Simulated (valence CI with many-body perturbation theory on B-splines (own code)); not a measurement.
Energy levels of Gd¹³⁺

Method: relativistic CI+MBPT: five valence electrons over a frozen Dirac-Fock core [Kr] 4d10, a basis of 7 s, 7 p, 7 d, 7 f, 4 g, 2 h functions for each j, with the one-electron correlation potential Σ1, the two-electron term Σ2, the three-electron term Σ3, Breit, model QED; selected CI, second order for the rest, scaled by the run's own slope (own B-spline code, finite nucleus).

No measured levels were compared; by estimate terms of the open shell hold to a few per cent of their energy, and close levels can change places; configurations with another count of f electrons can be misplaced by thousands of cm⁻¹. Among the levels kept, up to 1200 cm⁻¹ of a level comes from second order outside the variational space, and about a tenth of that is noise between levels of different J, which matters for small intervals. The lowest computed level is not the ground level that NIST lists (6H°5/2, for many ions itself from theory).

Levels 46 to 90 of 199, with energies above the lowest level, 4f³5s² ⁴I°_9/2. "Leading %" is the weight of the configuration and term that name the level; weights of strongly mixed levels are sums over their largest components and can fall short. In the jj column 3d3/2^4 stands for four electrons in 3d with j = 3/2. Lifetimes count E1, E2, E3, M1 and M2 decay at the calculated energies, and are blank where another channel may lead or the interval is too uncertain; long ones can be off by a factor of two.

| No. | Configuration | Term | J | E (cm⁻¹) | Leading % | Lifetime | Leading jj | g |
| --- | --- | --- | --- | --- | --- | --- | --- | --- |
| 46 | 4f⁴5s | ⁶S | 5/2 | 62044 | 92 | 100 ms | 4f5/2^2 4f7/2^2 5s (47 %) | 1.969 |
| 47 | 4f³5s² | ²H° | 11/2 | 63096 | 76 | 35.6 ms | 4f5/2 4f7/2^2 5s^2 (48 %) | 1.061 |
| 48 | 4f⁴5s | ⁶F | 9/2 | 63127 | 91 | 2.35 ms | 4f5/2^2 4f7/2^2 5s (48 %) | 1.414 |
| 49 | 4f³5s² | ²D° | 5/2 | 63573 | 42 | 25.4 ms | 4f5/2 4f7/2^2 5s^2 (60 %) | 1.140 |
| 50 | 4f⁴5s | ⁴I | 13/2 | 65258 | 84 | 19.7 ms | 4f5/2^2 4f7/2^2 5s (59 %) | 1.084 |
| 51 | 4f⁴5s | ⁶F | 11/2 | 65463 | 92 | 2.47 ms | 4f5/2^2 4f7/2^2 5s (45 %) | 1.439 |
| 52 | 4f⁴5s | ⁶G | 3/2 | 67184 | 91 | 697 μs | 4f5/2^3 4f7/2 5s (42 %) | 0.033 |
| 53 | 4f⁴5s | ⁶G | 5/2 | 68071 | 87 | 540 μs | 4f5/2^3 4f7/2 5s (64 %) | 0.847 |
| 54 | 4f⁴5s | ⁴K | 11/2 | 68518 | 92 | 4.41 ms | 4f5/2^2 4f7/2^2 5s (55 %) | 0.782 |
| 55 | 4f⁴5s | ⁶G | 7/2 | 68681 | 61 | 394 μs | 4f5/2^3 4f7/2 5s (46 %) | 1.035 |
| 56 | 4f⁴5s | ⁴I | 15/2 | 68848 | 75 | 11.1 ms | 4f5/2 4f7/2^3 5s (39 %) | 1.165 |
| 57 | 4f⁴5s | ⁴K | 13/2 | 70013 | 75 | 3.76 ms | 4f5/2^3 4f7/2 5s (44 %) | 0.968 |
| 58 | 4f⁴5s | ⁶G | 9/2 | 70286 | 56 | 334 μs | 4f5/2^2 4f7/2^2 5s (47 %) | 1.197 |
| 59 | 4f³5s² | ²F° | 5/2 | 71598 | 63 | 14.6 ms | 4f7/2^3 5s^2 (55 %) | 0.972 |
| 60 | 4f⁴5s | ⁴K | 15/2 | 71873 | 61 | 4.45 ms | 4f5/2^3 4f7/2 5s (44 %) | 1.087 |
| 61 | 4f⁴5s | ⁴H | 7/2 | 72131 | 56 | 874 μs | 4f5/2^2 4f7/2^2 5s (43 %) | 0.837 |
| 62 | 4f⁴5s | ⁶G | 11/2 | 73335 | 72 | 650 μs | 4f5/2^2 4f7/2^2 5s (48 %) | 1.304 |
| 63 | 4f⁴5s | ⁴K | 17/2 | 73907 | 69 | 4.07 ms | 4f5/2^3 4f7/2 5s (44 %) | 1.149 |
| 64 | 4f³5s² | ²F° | 7/2 | 73943 | 93 | 17.2 ms | 4f7/2^3 5s^2 (40 %) | 1.144 |
| 65 | 4f⁴5s | ⁴H | 9/2 | 74964 | 50 | 581 μs | 4f5/2^2 4f7/2^2 5s (56 %) | 1.091 |
| 66 | 4f⁴5s | ⁴G | 5/2 | 75606 | 79 | 99.9 μs | 4f5/2^3 4f7/2 5s (63 %) | 0.660 |
| 67 | 4f⁴5s | ⁶G | 13/2 | 76816 | 89 | 10.7 ms | 4f5/2 4f7/2^3 5s (47 %) | 1.362 |
| 68 | 4f⁴5s | ⁴L | 13/2 | 77067 | 68 | 1.14 ms | 4f5/2^3 4f7/2 5s (50 %) | 0.851 |
| 69 | 4f⁴5s | ⁴F | 3/2 | 77544 | 86 | 130 μs | 4f5/2^3 4f7/2 5s (64 %) | 0.460 |
| 70 | 4f⁴5s | ⁴D | 5/2 | 78088 | 36 | 236 μs | 4f5/2^4 5s (35 %) | 1.243 |
| 71 | 4f⁴5s | ⁴H | 11/2 | 78458 | 65 | 572 μs | 4f5/2 4f7/2^3 5s (47 %) | 1.186 |
| 72 | 4f⁴5s | ⁴D | 3/2 | 78521 | 31 | 452 μs | 4f5/2^3 4f7/2 5s (42 %) | 1.536 |
| 73 | 4f⁴5s | ⁴G | 7/2 | 79504 | 60 | 96.8 μs | 4f5/2^2 4f7/2^2 5s (56 %) | 0.985 |
| 74 | 4f⁴5s | ⁴L | 15/2 | 79549 | 40 | 1.42 ms | 4f5/2^3 4f7/2 5s (49 %) | 0.946 |
| 75 | 4f⁴5s | ⁴F | 5/2 | 81293 | 61 | 161 μs | 4f5/2^2 4f7/2^2 5s (54 %) | 1.150 |
| 76 | 4f⁴5s | ⁴F | 9/2 | 81516 | 26 | 93.2 μs | 4f5/2^3 4f7/2 5s (43 %) | 1.130 |
| 77 | 4f⁴5s | ⁴F | 7/2 | 81521 | 61 | 163 μs | 4f5/2^3 4f7/2 5s (42 %) | 1.208 |
| 78 | 4f⁴5s | ⁴P | 1/2 | 81828 | 49 | 321 μs | 4f5/2^2 4f7/2^2 5s (65 %) | 1.327 |
| 79 | 4f⁴5s | ⁴L | 17/2 | 82065 | 59 | 4.53 ms | 4f5/2^2 4f7/2^2 5s (67 %) | 1.069 |
| 80 | 4f⁴5s | ⁴S | 3/2 | 82264 | 58 | 484 μs | 4f5/2^2 4f7/2^2 5s (54 %) | 1.638 |
| 81 | 4f⁴5s | ⁴L | 15/2 | 82294 | 38 | 548 μs | 4f5/2^2 4f7/2^2 5s (47 %) | 0.940 |
| 82 | 4f⁴5s | ⁴H | 13/2 | 82602 | 86 | 740 μs | 4f5/2 4f7/2^3 5s (51 %) | 1.229 |
| 83 | 4f⁴5s | ⁴L | 19/2 | 83315 | 75 | 9.35 ms | 4f5/2^2 4f7/2^2 5s (70 %) | 1.134 |
| 84 | 4f⁴5s | ²K | 13/2 | 83826 | 68 | 237 μs | 4f5/2 4f7/2^3 5s (51 %) | 0.920 |
| 85 | 4f⁴5s | ⁴F | 9/2 | 83924 | 47 | 110 μs | 4f5/2 4f7/2^3 5s (55 %) | 1.221 |
| 86 | 4f⁴5s | ⁴D | 7/2 | 84053 | 55 | 146 μs | 4f5/2^2 4f7/2^2 5s (60 %) | 1.333 |
| 87 | 4f⁴5s | ⁴M | 17/2 | 85619 | 53 | 604 μs | 4f5/2^2 4f7/2^2 5s (67 %) | 1.010 |
| 88 | 4f⁴5s | ⁴P | 3/2 | 85881 | 46 | 359 μs | 4f5/2^2 4f7/2^2 5s (66 %) | 1.238 |
| 89 | 4f⁴5s | ⁴P | 1/2 | 85904 | 50 | 274 μs | 4f5/2 4f7/2^3 5s (46 %) | 1.406 |
| 90 | 4f³5s² | ²G° | 9/2 | 85926 | 96 | 28.7 ms | 4f5/2 4f7/2^2 5s^2 (63 %) | 1.107 |

Names give the largest LS component (configuration and term), which can be under half, so a name can repeat, a term be missing and a line seem to break the LS rules; names also repeat where a configuration has a term twice.

Where two levels of one J and parity lie close, their mixing, g and order are uncertain.
